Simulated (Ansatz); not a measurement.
Harmonic frequencies (cm⁻¹) at PBE0-D4/def2-TZVP from Ansatz: 92, 138, 142, 207, 294, 345, 371, 414, 424, 572, 717, 939, 1028, 2354, 2354.

(1) Which molecule is it?
A. `N#C[Si](F)(F)C#N`
B. `CO[SiH2]Cl`
C. `F[Si](F)(F)[SiH2]Cl`
D. `C[Si](Cl)(Cl)Cl`

Results:

(1) A.
